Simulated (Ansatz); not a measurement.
The cluster HfSi3⁻. Charge -1, multiplicity 2. Geometry PBE-D4/def2-SVPD.

```xyz
4

Hf    0.299    0.050   -1.469
Si   -0.509    1.370    0.517
Si   -1.196   -0.956    0.284
Si    1.406   -0.464    0.668
```

In the def2 sets Hf takes a core potential; there is no spin–orbit coupling. At LDA (SPW92)/def2-TZVPD, PBE-D4/def2-SVPD, PBE-D4/def2-TZVPD, r2SCAN-D4/def2-TZVPD the highest occupied level of the charge -1 doublet lies above zero (up to 0.50 eV). By energy differences its removal costs 1.68 eV (vertical, to the charge 0 triplet, at PBE-D4/def2-TZVPD). At PBE-D4/def2-TZVPD, r2SCAN-D4/def2-TZVPD, PBE0-D4/def2-SVPD the charge -1 doublet is spin-contaminated (final ⟨S²⟩ up to 1.08, 0.75 for a pure state). The structure comes from a short search, and lower isomers may exist.

(1) Estimate the α-spin orbital energies around the gap (eV) in Ansatz with LDA (SPW92)/def2-TZVPD, PBE-D4/def2-SVPD, PBE-D4/def2-TZVPD, r2SCAN-D4/def2-TZVPD, PBE0-D4/def2-SVPD.

## Answers

(1) 
| orbital | LDA (SPW92)/def2-TZVPD | PBE-D4/def2-SVPD | PBE-D4/def2-TZVPD | r2SCAN-D4/def2-TZVPD | PBE0-D4/def2-SVPD |
| --- | --- | --- | --- | --- | --- |
| HOMO−9 | -28.12 | -28.22 | -28.35 | -29.67 | -31.01 |
| HOMO−8 | -8.48 | -8.35 | -8.37 | -8.97 | -10.15 |
| HOMO−7 | -5.13 | -4.92 | -5.00 | -5.35 | -6.29 |
| HOMO−6 | -4.93 | -4.74 | -4.84 | -5.27 | -6.18 |
| HOMO−5 | -2.00 | -1.83 | -1.89 | -2.12 | -2.70 |
| HOMO−4 | -1.41 | -1.24 | -1.30 | -1.54 | -2.13 |
| HOMO−3 | -0.77 | -0.57 | -0.64 | -0.81 | -1.35 |
| HOMO−2 | -0.51 | -0.31 | -0.39 | -0.57 | -1.09 |
| HOMO−1 | 0.09 | 0.19 | 0.10 | -0.22 | -0.74 |
| HOMO | 0.22 | 0.39 | 0.30 | 0.06 | -0.40 |
| LUMO | 0.84 | 1.06 | 0.91 | 0.93 | 1.45 |
| LUMO+1 | 1.46 | 1.70 | 1.55 | 1.61 | 2.13 |
| LUMO+2 | 1.47 | 1.71 | 1.56 | 1.67 | 2.16 |
| LUMO+3 | 1.92 | 2.20 | 2.08 | 2.25 | 2.91 |
| LUMO+4 | 2.30 | 2.58 | 2.46 | 2.62 | 3.32 |
| LUMO+5 | 2.48 | 2.74 | 2.61 | 2.70 | 3.44 |
| β HOMO | 0.34 | 0.50 | 0.39 | 0.12 | -0.41 |
| β LUMO | 0.58 | 0.89 | 0.83 | 0.97 | 1.65 |
